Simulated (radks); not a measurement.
Question: The thallium ion Tl3+, [Xe] 4f14 5d10. Calculated with a radial shooting solver on a logarithmic mesh with Libxc functionals: non-relativistic Kohn-Sham, LDA (Slater exchange, Perdew-Wang correlation), spin-polarised, spherical densities, point nucleus. Every spin shell is full or empty, so the densities are truly spherical. Functionals are evaluated on that one density, not self-consistently. Rank these exchange functionals by their error against the exact value of the orbitals, and give that value: LDA, PBEsol, PW91, PW86, OPTX, AM05, SOGGA, B86b, EV93, APBE, TPSS, SCAN, r2SCAN, TASK, MVS.

Answer: Exact: -351.398 hartree. From best to worst, with 100 (|E| - |E exact|)/|E exact| (equal figures are ties): B86b -0.01, PW91 +0.03, SCAN +0.05, MVS +0.08, r2SCAN -0.18, APBE +0.23, PW86 -0.41, TPSS -0.44, EV93 -0.52, PBEsol -1.80, TASK -1.80, SOGGA -1.80, OPTX +1.91, AM05 -3.59, LDA -3.79.
